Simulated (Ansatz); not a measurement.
The free Y atom, lowest solution found in each spin (singlets restricted, other states unrestricted); no spin–orbit coupling, and no relativity up to Kr.

Correlated levels freeze the inner cores; with def2 sets outer-core shells near the valence are correlated too. CBS: X⁻³ extrapolation of the correlation energy, Hartree–Fock from the larger set.

Run with Ansatz (a program for electronic structure).  In def2 rows elements past Kr take small-core potentials, without spin–orbit coupling.

PBE/def2-TZVPP gives 81.3 kJ/mol for the energy of multiplicity 4 less that of multiplicity 2.

Problem. Where do these levels fall relative to PBE: PBE0/def2-TZVPP, wB97M-V/def2-TZVPP, B2PLYP/def2-TZVPP, CCSD(T)/CBS(def2-TZVPP, def2-QZVPP).

Solution. PBE0/def2-TZVPP 0.4; wB97M-V/def2-TZVPP 48.2; B2PLYP/def2-TZVPP 42.3; CCSD(T)/CBS(def2-TZVPP, def2-QZVPP) 51.1 kJ/mol. 4 of 4 lie above PBE; the widest gap is to CCSD(T)/CBS(def2-TZVPP, def2-QZVPP).

Doubts at one or more of the structures used: a spin-contaminated determinant (PBE/def2-TZVPP).
